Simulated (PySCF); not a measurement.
## Correlation energy of C⁺ (carbon, charge +1)

[He] 2s2 2p1, 2P determinant. Calculation: PySCF 2.14, in x2c-TZVPPall with one added diffuse shell each of s, p, d type (6s4p3d1f, 40 functions); scalar relativity by spin-free X2C-1e. Frozen: 1s2; 3 electrons correlated.

| level | correlation energy (mhartree) |
| --- | --- |
| CCSD | -73.99 |
| (T) | -1.14 |
| CCSD(T) | -75.13 |
| CCSDT | -75.45 |

Diagnostics: T1 = 0.0094, D1 = 0.0180, largest double amplitude 0.132.

Q: Is a single reference adequate?

A: Mostly. T1 lies below 0.03, but a double amplitude of this size points to a near-degeneracy that CCSD handles and MP2 describes poorly.
